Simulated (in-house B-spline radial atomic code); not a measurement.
Ionisation energies along the 23-electron series, configuration [Ar] 3d5, as differences of self-consistent energies. Dirac energy differences include first-order Breit, QED and recoil terms. NIST's values go from ground level to ground level; the uncertainty of those that are theory runs from under 0.1 % in few-electron ions to several per cent in heavy many-electron ones. Computed with a radial B-spline atomic code at the basis-set limit: Dirac-Hartree-Fock, average of the configuration, finite nuclei.

```csv
ion,configuration after,ionisation energy (eV),IE/(q+1)² (eV),Breit and QED recoil part (eV),tabulated value (eV),computed minus tabulated (eV)
Ag24+,[Ar] 3d4,1228.4,1.9655,-0.36642,1231,-2.6
Cd25+,[Ar] 3d4,?,?,?,?,?
In26+,[Ar] 3d4,1411.4,1.9361,-0.46361,1413,-1.6
Sn27+,[Ar] 3d4,1507.5,1.9229,-0.51757,1508,-0.5
Sb28+,[Ar] 3d4,1606.7,1.9105,-0.57531,1606,0.7
Te29+,[Ar] 3d4,1708.9,1.8988,-0.63684,1707,1.9
I30+,[Ar] 3d4,?,?,?,?,?
Xe31+,[Ar] 3d4,1922.6,1.8776,-0.77214,1919,3.6
Cs32+,[Ar] 3d4,2034.1,1.8678,-0.84607,2029,5.1
```

Fill in the row of Cd25+.

ionisation energy (eV): 1318.4; IE/(q+1)² (eV): 1.9503; Breit and QED recoil part (eV): -0.41324; tabulated value (eV): 1320; computed minus tabulated (eV): -1.6.

Fill in the row of I30+.

ionisation energy (eV): 1814.2; IE/(q+1)² (eV): 1.8879; Breit and QED recoil part (eV): -0.70247; tabulated value (eV): 1812; computed minus tabulated (eV): 2.2.

Where a p, d or f electron is removed, the computed value is a mean over both j, so it misses the tabulated one by a part of the spin-orbit splitting; averaging over terms and missing correlation add to the gap, relatively most at low charge.
